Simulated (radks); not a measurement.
Excited configurations of Te IV: one electron is placed in a higher orbital outside [Kr] 4d10 5s2. The ground configuration is [Kr] 4d10 5s2 5p1. Method: scalar-relativistic Kohn-Sham, r2SCAN, spin-polarised, spherical densities, finite nucleus; open shells are filled with parallel spins first (spin-orbit coupling, left out, can overturn this in heavy ions); meta-GGA in the generalised Kohn-Sham scheme; Fermi nuclear charge, rms radius 4.7423 fm; computed with a radial shooting solver on a logarithmic mesh with Libxc functionals. Excitation = E - E(ground); binding = E(ion) - E, where the ion is the core of charge +4; n* = 4/sqrt(2 binding) in atomic units, and the quantum defect is n - n*.

outer orbital,excitation (eV),binding (eV),n*,quantum defect
4f,20.592,16.065,3.681,0.319
5d,14.494,22.163,3.134,1.866
5f,25.825,10.832,4.483,0.517
6s,15.483,21.173,3.206,2.794
6p,19.076,17.580,3.519,2.481
6f,29.203,7.454,5.404,0.596
7s,24.418,12.239,4.217,2.783
7p,26.048,10.609,4.530,2.470

The Delta-SCF ionisation energy is 36.657 eV (NIST Atomic Spectra Database: 37.416 eV, measured). Self-interaction in the functional shifts the binding energies and quantum defects, so they are the method's values and not measured ones. Open shells are spherical and high-spin; term and fine-structure splittings are not resolved. Spin-orbit splitting is averaged out at the scalar-relativistic level.
